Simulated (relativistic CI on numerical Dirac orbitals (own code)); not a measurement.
Electric-dipole lines of Cl4+

Calculated at this level of theory: Dirac-Coulomb-Breit CI, KLI orbitals optimised for each configuration, model QED, valence Slater integrals scaled by 0.85, P86 correlation estimate, and configurations built on the next ion tied to the tabulated ionisation energy (semi-empirical) (own radial code, finite nucleus).

Configuration list (outside the closed core [Ne]): 3s²3p, 3s²3d, 3s²4s, 3s²4p, 3s²4d, 3s²5s, 3s²4f, 3s3p², 3p³, 3s3p3d, 3p3d², 3p²3d, 3s3d², 3p²4s, 3s3p4s, 3p²4p, 3s²5p, 3s3d4s, 3s3p4p, 3s²5d, 3s3d4p, 3s²5f, 3s²5g, 3s3p4d. Levels of other configurations are missing.

```csv
λ vac (Å),Lower,Upper,A (s⁻¹),E lower (cm⁻¹),E upper (cm⁻¹)
391.54,3s²3d ²D3/2 [11],3s²5f ²F°5/2 [95],9.31e+09,180221,435620
391.55,3s²3d ²D5/2 [12],3s²5f ²F°7/2 [96],9.96e+09,180229,435624
404.45,3s²3p ²P°3/2 [2],3s²4s ²S1/2 [16],7.96e+09,1472,248723
511.70,3s²3d ²D3/2 [11],3s²4f ²F°5/2 [52],1.92e+10,180221,375648
511.76,3s²3d ²D5/2 [12],3s²4f ²F°7/2 [51],2.05e+10,180229,375632
554.87,3s²3p ²P°1/2 [1],3s²3d ²D3/2 [11],1.11e+10,0,180221
559.42,3s²3p ²P°3/2 [2],3s²3d ²D5/2 [12],1.32e+10,1472,180229
559.44,3s²3p ²P°3/2 [2],3s²3d ²D3/2 [11],2.31e+09,1472,180221
1169.9,3s²4d ²D5/2 [45],3s²5f ²F°7/2 [96],1.23e+09,350146,435624
1625.5,3s²4p ²P°1/2 [32],3s²4d ²D3/2 [44],1.35e+09,288613,350132
1636.1,3s²4p ²P°3/2 [33],3s²4d ²D5/2 [45],1.59e+09,289023,350146
1654.9,3s²4f ²F°7/2 [51],3s²5g ²G9/2 [98],2.42e+09,375632,436059
1655.4,3s²4f ²F°5/2 [52],3s²5g ²G7/2 [97],2.33e+09,375648,436057
2481.4,3s²4s ²S1/2 [16],3s²4p ²P°3/2 [33],3.36e+08,248723,289023
3919.2,3s²4d ²D3/2 [44],3s²4f ²F°5/2 [52],1.29e+08,350132,375648
3923.7,3s²4d ²D5/2 [45],3s²4f ²F°7/2 [51],1.38e+08,350146,375632
4184.7,3s²5p ²P°1/2 [74],3s²5d ²D3/2 [90],2.57e+08,400578,424474
4218.9,3s²5p ²P°3/2 [76],3s²5d ²D5/2 [91],3.03e+08,400809,424512
8972.4,3s²5d ²D3/2 [90],3s²5f ²F°5/2 [95],3.83e+07,424474,435620
8998.9,3s²5d ²D5/2 [91],3s²5f ²F°7/2 [96],4.08e+07,424512,435624
```

Terms are leading LS components. Brackets give the number of a level in order of energy, since labels repeat. The list gives strong lines, with weight on those to low levels, without configurations that were not tied to measured data, without lines whose two gauges differ by over a factor of 2.5, among the lowest 179 of 253 levels, so that lines to higher ones, which can be the strongest, are missing. Levels whose partners in the same complex of configurations lie outside the list can be far off, and so can their lines. Rates are taken at the computed energies, electric ones in the length gauge.

Configurations that consist of the next ion and one excited electron were tied to the tabulated ionisation energy; Rydberg ones are usually within 1,000 to 3,000 cm⁻¹ and the lowest ones within about 6,000 (9,000 in d shells), while levels on excited terms of the next ion carry the error of that term, and the other configurations can be misplaced by 10,000 cm⁻¹ or more. Rates follow the energies as ν³ (E1, M1) or ν⁵ (E2), so rates, branching and lifetimes can be off by large factors.
